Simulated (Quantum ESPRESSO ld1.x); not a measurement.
Species: Hg55+. Configuration: [Ar] 3d7. Calculated with ld1.x of Quantum ESPRESSO 7.5: Dirac Kohn-Sham, PBE, spin-unpolarised, spherical densities, point nucleus; open shells are shared between the two j in proportion to 2j + 1.

Unscreened Slater integrals over Kohn-Sham orbitals (eV). Large and small components are both included.

integral,value
"F0(3d5/2,3d5/2)",155.95
"F2(3d5/2,3d5/2)",80.503
"F4(3d5/2,3d5/2)",52.047
"F0(3d5/2,3d3/2)",158.05
"F2(3d5/2,3d3/2)",81.137
"G2(3d5/2,3d3/2)",79.309
"G4(3d5/2,3d3/2)",51.247
"F0(3d5/2,3p3/2)",144.24
"F2(3d5/2,3p3/2)",68.885
"G1(3d5/2,3p3/2)",72.161
"G3(3d5/2,3p3/2)",48.555
"F0(3d5/2,3p1/2)",151.08
"G3(3d5/2,3p1/2)",53.767
"F0(3d5/2,3s1/2)",146.06
"G2(3d5/2,3s1/2)",59.100
"F0(3d3/2,3d3/2)",160.28
"F2(3d3/2,3d3/2)",81.921
"F0(3d3/2,3p3/2)",145.87
"F2(3d3/2,3p3/2)",68.597
"G1(3d3/2,3p3/2)",70.543
"G3(3d3/2,3p3/2)",47.447
"F0(3d3/2,3p1/2)",153.00
"G1(3d3/2,3p1/2)",82.311
"F0(3d3/2,3s1/2)",147.72
"G2(3d3/2,3s1/2)",58.126
"F0(3p3/2,3p3/2)",137.49
"F2(3p3/2,3p3/2)",68.418
"F0(3p3/2,3p1/2)",142.98
"G2(3p3/2,3p1/2)",68.482
"F0(3p3/2,3s1/2)",138.80
"G1(3p3/2,3s1/2)",89.926
"F0(3p1/2,3p1/2)",149.52
"F0(3p1/2,3s1/2)",144.46
"G1(3p1/2,3s1/2)",89.832
"F0(3s1/2,3s1/2)",140.44
